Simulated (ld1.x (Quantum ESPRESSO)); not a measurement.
## Scattering properties, TM potential for Ti (Z = 22)

ld1.x (Quantum ESPRESSO) 7.5 input, shortened:

```
&input
   title='Ti', zed=22., rel=1, dft='PBESOL', iswitch=3,
   config='[Ar] 3d2 4s1.5 4p0'
 /
 &inputp
   pseudotype=2, tm=.true., lloc=-1, rcloc=1.00,
   nlcc=.false.
 /
3
3S  1  0   2.00   0.00  1.30  1.30  0.0
3P  2  1   6.00   0.00  1.05  1.05  0.0
3D  3  2   2.00   0.00  1.20  1.20  0.0
 &test
   configts(1)='3s2 3p6 3d2 4s1.5 4p0'
 /
```

Occupied shells without a wave of their own: 4s. They enter only through the test configuration that unscreens the potential.

The phase is arctan(r·u′/u) with u = r·R(r), unwrapped; energies in Ry, scanned from -7 to 5 Ry. A pole is an energy at which the radial function vanishes at the test radius. The pseudo phase is shifted by a multiple of π to meet the all-electron one at the reference energy, and phase errors are pseudo minus all-electron; the curves can meet again beyond the range given. Levels narrower than the energy grid can be missing from the lists of poles.

```
channel  radius (bohr)  reference energy (Ry)  poles, all-electron  poles, pseudo  unbroken range about the reference energy with phases within 0.05 rad  phase error 1 Ry above the reference energy (rad)
      s           1.41                  -4.84                -2.49          -2.56                                                              below 1.2                                             -0.002
      p           1.41                  -3.11                -0.43          -0.46                                                        the whole range                                             -0.001
      d           1.41                  -0.56                 2.26           2.29                                                        the whole range                                             +0.001
```

Phases in the s channel:

```
E (Ry)  all-electron  pseudo
 -7.00         0.805   0.797
 -6.48         0.513   0.503
 -5.96        -0.026  -0.035
 -5.44        -0.665  -0.667
 -4.92        -1.068  -1.068
 -4.40        -1.281  -1.282
 -3.88        -1.404  -1.406
 -3.36        -1.484  -1.487
 -2.84        -1.540  -1.545
 -2.32        -1.583  -1.590
 -1.80        -1.618  -1.627
 -1.28        -1.648  -1.660
 -0.76        -1.674  -1.690
 -0.24        -1.698  -1.719
  0.28        -1.720  -1.749
  0.80        -1.743  -1.782
  1.32        -1.766  -1.819
  1.84        -1.790  -1.865
  2.36        -1.815  -1.926
  2.88        -1.843  -2.015
  3.40        -1.874  -2.164
  3.92        -1.910  -2.460
  4.44        -1.952  -3.107
  4.96        -2.004  -3.890
```
